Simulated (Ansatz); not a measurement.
Input for Ansatz (a program for electronic structure): R-PBE0/def2-TZVPP on H4N2Si (SMILES N[Si]N), a point of a torsion scan.

Ansatz 0.2 input:
```yaml
crystal:
  periodic: [false, false, false]
  atoms:
    - {symbol: N, position_ang: [1.36046363, 0.10244713, -0.28443104]}
    - {symbol: Si, position_ang: [0.22793879, 0.39061294, 1.00905915]}
    - {symbol: N, position_ang: [1.08652978, -0.13578026, 2.40573607]}
    - {symbol: H, position_ang: [1.32756636, -0.79877589, -0.73957990]}
    - {symbol: H, position_ang: [2.33440192, 0.33236093, -0.11309936]}
    - {symbol: H, position_ang: [2.02846677, -0.50933825, 2.40684995]}
    - {symbol: H, position_ang: [0.73297424, -0.02548319, 3.34107670]}
basis:
  gaussian:
    orbitals: def2-TZVPP
hamiltonian:
  xc: {name: PBE0}
scf: {lower_state_search: off}
```

The head of its log:

```
WARN ansatz: RAYON_NUM_THREADS=1 ignored (pool sized by the plan → 1); use --threads N
Functional definition: PBE0
these checks for a lower state are left out or cut short: stability, starts, cluster_reference, orbital_swaps, neighbouring_geometries, increment
integrals: 0.06 GiB planned
837 factors; their error is unknown
mean field: 0.58 GiB planned
mean field evaluation 1: about -10905.8563 eV, gradient 8.1e1 eV
mean field evaluation 2: about -10885.6503 eV, gradient 1.2e2 eV
```

### Question
Give the final energy of this run.

### Answer
-401.2295 hartree.
